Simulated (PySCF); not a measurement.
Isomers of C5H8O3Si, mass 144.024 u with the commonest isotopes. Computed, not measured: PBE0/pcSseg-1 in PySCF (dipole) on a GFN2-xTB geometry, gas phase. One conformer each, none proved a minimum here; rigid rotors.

Question: Order these by rotational constant C, smallest first.
A. `[CH3:1][O:2][c:3]1[o:4][cH:5][cH:6][c:7]1[SiH2:8][OH:9]` with C1–O2–C3–O4 0°, C6–C7–Si8–O9 180°, C7–Si8–O9–H 0°
B. `[CH3:1][O:2][C@@H:3]1[CH2:4][C:5](=[O:6])[SiH2:7][C:8]1=[O:9]` with C1–O2–C3–C4 -172°, O2–C3–C4–C5 -63°, C3–C4–C5–O6 160°, C4–C5–Si7–C8 -7°, C5–Si7–C8–O9 -146°
C. `[CH:1]#[C:2][C:3](=[O:4])[O:5][Si@H:6]([CH3:7])[O:8][CH3:9]` with C2–C3–O5–Si6 178°, C3–O5–Si6–C7 -58°, O5–Si6–O8–C9 -55°

Answer: C (664.2 MHz), A (763.2 MHz), B (1017 MHz).

Question: Order these by dipole moment, largest first.
A. `[CH3:1][O:2][c:3]1[o:4][cH:5][cH:6][c:7]1[SiH2:8][OH:9]` with C1–O2–C3–O4 0°, C6–C7–Si8–O9 180°, C7–Si8–O9–H 0°
B. `[CH3:1][O:2][C@@H:3]1[CH2:4][C:5](=[O:6])[SiH2:7][C:8]1=[O:9]` with C1–O2–C3–C4 -172°, O2–C3–C4–C5 -63°, C3–C4–C5–O6 160°, C4–C5–Si7–C8 -7°, C5–Si7–C8–O9 -146°
C. `[CH:1]#[C:2][C:3](=[O:4])[O:5][Si@H:6]([CH3:7])[O:8][CH3:9]` with C2–C3–O5–Si6 178°, C3–O5–Si6–C7 -58°, O5–Si6–O8–C9 -55°

Answer: A (3.44 D), C (2.57 D), B (2.42 D).

Question: Order these by radius of gyration √(Σ m r²/M), smallest first.
A. `[CH:1]#[C:2][C:3](=[O:4])[O:5][Si@H:6]([CH3:7])[O:8][CH3:9]` with C2–C3–O5–Si6 178°, C3–O5–Si6–C7 -58°, O5–Si6–O8–C9 -55°
B. `[CH3:1][O:2][c:3]1[o:4][cH:5][cH:6][c:7]1[SiH2:8][OH:9]` with C1–O2–C3–O4 0°, C6–C7–Si8–O9 180°, C7–Si8–O9–H 0°
C. `[CH3:1][O:2][C@@H:3]1[CH2:4][C:5](=[O:6])[SiH2:7][C:8]1=[O:9]` with C1–O2–C3–C4 -172°, O2–C3–C4–C5 -63°, C3–C4–C5–O6 160°, C4–C5–Si7–C8 -7°, C5–Si7–C8–O9 -146°

Answer: C (2.020 Å), B (2.152 Å), A (2.341 Å).

```
                   SMILES  point group  Ia (u·Å²)  Ib (u·Å²)  Ic (u·Å²)      κ  μa (D)  μb (D)  μc (D)
         COc1occc1[SiH2]O           Cs     261.99     409.35     662.20  -0.19    3.41    0.45    0.00
     C#CC(=O)O[Si@H](C)OC           C1     229.00     588.74     760.91  -0.75    0.57    2.49    0.33
CO[C@@H]1CC(=O)[SiH2]C1=O           C1     262.40     415.83     497.07  -0.56    2.18    1.03    0.08
```
